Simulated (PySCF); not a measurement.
Write Cartesian coordinates for `CC1=NSN=C1SC(F)(F)F` as optimised with GFN2-xTB.

```xyz
14
C4H3F3N2S2 angstrom
C     -2.1993   -0.8343   -0.5829
C     -1.4055    0.2869   -0.0286
N     -1.9348    1.4158    0.3753
S     -0.7798    2.4138    0.9283
N      0.4693    1.4114    0.6632
C      0.0092    0.2979    0.1458
S      1.0567   -1.0408   -0.2833
C      2.6666   -0.2802    0.1495
F      2.9129    0.8124   -0.5622
F      3.6323   -1.1584   -0.1132
F      2.7496    0.0327    1.4358
H     -3.2117   -0.5004   -0.7881
H     -1.7344   -1.2030   -1.4956
H     -2.2318   -1.6542    0.1339
```

Any rigid rotation of these coordinates is as good. Atoms count from 1 in this order. S4 (ring sulfur) is bent (angle 96.4°). N3 (pyridine-type nitrogen) is bent (angle 110.3°). The 5-membered ring C2–N3–S4–N5–C6 has internal angles of 96.4° to 113.8°; it is planar, 0.00 Å rms from its mean plane, widest ring torsion 0°. The 2 C–S bonds span 1.753 Å (C6–S7, drawn single) to 1.832 Å (S7–C8, drawn single), a spread of 0.079 Å.

Bonds between heavy atoms (Å): C1–C2 1.481, C2–N3 1.311, N3–S4 1.624, S4–N5 1.623, N5–C6 1.311, C6–S7 1.753, S7–C8 1.832, C8–F9 1.327, C8–F10 1.331, C8–F11 1.326, C2–C6 1.426.

Computed geometry: GFN2-xTB, gas phase.

Stationary, but not proved a minimum. The numbers are those of one conformer (N5–C6–S7–C8 -2°).
